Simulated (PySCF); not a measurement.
Stepwise substitution at one centre (Al H-SH). All species are isolated molecules in the gas phase. One relaxed conformer stands for each flexible species; it need not be the lowest. Strings in code marks are SMILES.

The HOMO–LUMO gap from two functionals at the same geometries (PBE0-D3(BJ)/def2-TZVP), both in PySCF: PBE-D3(BJ)/def2-TZVP and TPSSh-D3(BJ)/def2-TZVP. 

| species | TPSSh-D3(BJ)/def2-TZVP (eV) |
|---|---|
| 0 of 3 H replaced by SH | 6.03 |
| 1 of 3 H replaced by SH (`[AlH2][SH]`) | 5.53 |
| 2 of 3 H replaced by SH (`[AlH]([SH])[SH]` (H–S–Al–S torsion 0°, S–Al–S–H torsion 0°)) | 5.73 |
| 3 of 3 H replaced by SH (`[SH][Al]([SH])[SH]`) | 6.12 |

Q: What does PBE-D3(BJ)/def2-TZVP give for each?

A: 
- 0 of 3 H replaced by SH: 4.77
- 1 of 3 H replaced by SH (`[AlH2][SH]`): 4.54
- 2 of 3 H replaced by SH (`[AlH]([SH])[SH]` (H–S–Al–S torsion 0°, S–Al–S–H torsion 0°)): 4.74
- 3 of 3 H replaced by SH (`[SH][Al]([SH])[SH]`): 5.04
Over these rows, drawn at random from the members with no instability flagged (it was tested for open shells, ions and some series alone), PBE minus TPSSh-D3(BJ): mean -1.08 eV, from -1.26 eV to -0.99 eV.
